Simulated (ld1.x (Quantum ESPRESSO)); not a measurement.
# Before and after: TM potential for carbon

C, norm-conserving Troullier–Martins (Kleinman–Bylander form), made with ld1.x (Quantum ESPRESSO) 7.5 (PBE, scalar-relativistic). Core [He], reference 2s1 2p3. Waves: 2s (bound): rc 1.30 bohr; 3d channel at 0.1 Ry: rc 1.90 bohr; 2p (bound): rc 2.05 bohr. Local part: the p channel. Core correction: none.

Change: wave 2s (bound): rc 1.30 bohr becomes 2s (bound): rc 1.76 bohr.

Cutoffs: the cutoffs (Ry, on a coarse ladder) from which the occupation-weighted sum of valence levels, in a spherical-Bessel basis at the reference potential, stays within 10 and 1 mRy of its value at 400 Ry; they do not see the model core or the augmentation charge, which bear on the density cutoff. Errors are all-electron minus pseudo energies relative to the spin-unpolarised reference configuration.

Task: Predict the effect on cutoff, ghosts and configuration errors.

Result: The potential gets softer (30 Ry and 70 Ry → 30 Ry and 40 Ry); of the 7 tests that both files solve, the error grows in 6 and shrinks in 0 by more than 15 % and 0.3 meV (median size 26.4 → 55.1 meV); the range in which the s phases agree widens (upper end 2.0 → 3.1); neither file shows a bound ghost. A larger radius leaves more room for a smooth pseudo-wave, so fewer plane waves are needed. More of the atom is replaced by a form fitted at one configuration, so other configurations suffer.

```tsv
quantity	base	changed
cutoff, loose	30 Ry	30 Ry
cutoff, tight	70 Ry	40 Ry
loose cutoff by channel (10 mRy a level)	s 25 Ry, p 25 Ry	s 15 Ry, p 25 Ry
bound ghosts	none	none
error for 2s2 2p2, meV [ΔE -8.48 eV]	+2.7	+19
error for 2s2 2p1, meV [ΔE 2.38 eV]	+81	+133
error for 2s2 2p0, meV [ΔE 26.54 eV]	+468	+613
error for 2s2 2p1.5, meV [ΔE -4.51 eV]	+26	+55
error for 2s1 2p0, meV [ΔE 74.73 eV]	+923	+1034
error for 2s0 2p4, meV [ΔE 8.50 eV]	-3.2	+13
error for 2s2 2p2.3, meV [ΔE -9.64 eV]	-5.0	+7.6
s: phases at 2.26 bohr within 0.05 rad from the reference energy up to (Ry; the scan ends near 5)	2.0	3.1
p: phases at 2.26 bohr within 0.05 rad from the reference energy up to (Ry; the scan ends near 5)	1.6	1.6
d: phases at 2.26 bohr within 0.05 rad from the reference energy up to (Ry; the scan ends near 5)	5.0	5.0
```
